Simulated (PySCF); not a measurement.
**Ionisation energy of Tb⁵⁰⁺ by level of theory**

Tb⁵⁰⁺ [Ne] 3s2 3p3 (4S) → Tb⁵¹⁺ [Ne] 3s2 3p2 (3P), as a difference of total energies. Computed with PySCF 2.14 in an uncontracted even-tempered set (17 s from 12 bohr⁻², ratio 2.5; 12 p from 15 bohr⁻², ratio 2.5; 4 d from 60 bohr⁻², ratio 2.7; 4 f from 90 bohr⁻², ratio 2.7), with scalar relativity by spin-free X2C-1e. Correlated levels: outer shells: 1s2 frozen; virtual orbitals above 40 to 60 times the deepest correlated orbital energy dropped. The calculations carry no spin-orbit coupling.

```
                method  ionisation energy (eV)
                   UHF                  4537.6
                   LDA                  4537.5
                   PBE                  4538.3
                  PBE0                  4538.5
                r2SCAN                  4539.6
                  BP86                  4538.7
                 B3LYP                  4538.9
    MP2 (outer shells)                  4538.2
SCS-MP2 (outer shells)                  4537.9
```

Spin-orbit coupling is strong in these open shells (close to jj coupling). The scalar numbers leave it out and a first-order estimate fails, so it can dominate the gap to the real levels.

The ground level that NIST lists for one species does not belong to the high-spin term computed here, so part of any gap is the choice of state.

Breit and QED terms and the two-electron picture change are absent.

For comparison: 4460 ± 4 eV (theoretical estimate listed by NIST; NIST Atomic Spectra Database, ionization energies).
